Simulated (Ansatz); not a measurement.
Ansatz (an electronic-structure program) input:

Ansatz 0.2 input:
```yaml
crystal:
  periodic: [false, false, false]
  atoms:
    - {symbol: Cd, position_ang: [-0.00000000, -0.00000000, -0.59277623]}
    - {symbol: Cl, position_ang: [0.00000000, 0.00000000, 1.67372111]}
basis:
  gaussian:
    orbitals: def2-TZVPD
hamiltonian:
  xc: {name: BHLYP}
total_charge: 1
magnetization: {spin_polarized: true, initial_magnetization: 2}
```

What final total energy does it print?

-627.51907 Eh (BHLYP/def2-TZVPD). The basis has 86 functions.

This state (charge 1, triplet) is run at the relaxed geometry of the species with charge 1 and multiplicity 1, and is a spin state other than that species' own.
